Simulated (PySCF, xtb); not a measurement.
GaFBr₂, SMILES [Ga]([Br])([F])[Br].

Harmonic wavenumbers (cm⁻¹) from GFN2-xTB run with xtb at its own minimum, in rising order: 65, 106, 114, 227, 339, 459.

### Question
What does PySCF with ωB97X-D3(BJ)/def2-SVP give at its own minimum? (Estimate from the structure and the level; the computed values follow.)

### Answer
88, 146, 163, 283, 385, 734. Paired by order, the mean absolute difference is 81 cm⁻¹ and the zero-point energies are 1.9 and 2.6 kcal/mol.
